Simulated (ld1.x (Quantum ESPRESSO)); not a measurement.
## Hg (Z = 80), ultrasoft: configuration errors across variants

* Element: mercury
* Generator: ld1.x (Quantum ESPRESSO) 7.5
* Type: ultrasoft
* Functional: PBE
* Relativity: non-relativistic
* Frozen core: [Xe] 4f14
* Valence charge: 12
* Reference configuration: 5d10 6s1 6p0 (charge +1)
* Partial waves: 6s (bound): rcut 2.25, rcutus 2.70 bohr; 6s channel at -0.1 Ry: rcut 2.25, rcutus 2.70 bohr; 6p (bound, empty): rcut 2.30, rcutus 2.85 bohr; 6p channel at 0.2 Ry: rcut 2.30, rcutus 2.85 bohr; 5d (bound): rcut 1.20, rcutus 1.40 bohr; 5d channel at -0.6 Ry: rcut 1.20, rcutus 1.40 bohr
* Local potential: all-electron potential smoothed inside 1.55 bohr (lloc = -1)
* Core correction: none
* Augmentation charge: PSQ, radius 0.90 bohr

All-electron excitation energies from the reference (eV): (1) 5d10 6s2 6p0 -8.672; (2) 5d10 6s0 6p0 16.003; (3) 5d9 6s0 6p0 52.472; (4) 5d10 6s0 6p1 5.046; (5) 5d10 6s1.5 6p0 -5.201; (6) 5d8 6s0 6p0 103.400; (7) 5d9 6s2 6p1 3.906.

The overlap operator is not positive definite (basis up to 400 Ry) in “base”, “waves 6s (bound): rcut 2.08, rcutus 2.20 bohr; 6s channel at -0.1 Ry: rcut 2.08, rcutus 2.20 bohr”, “waves 6s (bound): rcut 2.25, rcutus 2.80 bohr; 6s channel at -0.1 Ry: rcut 2.25, rcutus 2.80 bohr”. Such files are unfit for use, however small their errors in these radial tests.

3 further variants failed, have other tests or too few solved ones, and are left out.

A true bound ghost makes a file unfit for plane-wave use even where its test errors are small: the radial tests pick states by their node count and pass the ghost by.

Errors AE − PS in meV (a dash: test not solved or not reliable):

```tsv
change	(1)	(2)	(3)	(4)	(5)	(6)	(7)	bound ghosts
base	+13	+19	+0.6	-4.0	+3.9	-176	-1.5	s, p (d not tested, overlap not positive)
waves 6s (bound): rcut 2.08, rcutus 2.20 bohr; 6s channel at -0.1 Ry: rcut 2.08, rcutus 2.20 bohr	+11	+30	+5.9	+5.2	+3.4	-180	-11	s, p (d not tested, overlap not positive)
waves 6s (bound): rcut 2.25, rcutus 2.80 bohr; 6s channel at -0.1 Ry: rcut 2.25, rcutus 2.80 bohr	+19	+20	+3.6	-3.3	+5.8	-170	+37	s, p (d not tested, overlap not positive)
```

Problem. Give the same row for: waves 6s (bound): rcut 2.25, rcutus 3.00 bohr; 6s channel at -0.1 Ry: rcut 2.25, rcutus 3.00 bohr.

Solution. –, –, –, –, –, –, –; bound ghosts: p (s, d not tested, overlap not positive). Its overlap operator is not positive definite in a basis up to 400 Ry (lowest eigenvalue s -0.02, d -10.56), so the file is unfit for use: the generalised eigenproblem breaks down once the basis is large enough, and its test numbers describe a broken file.
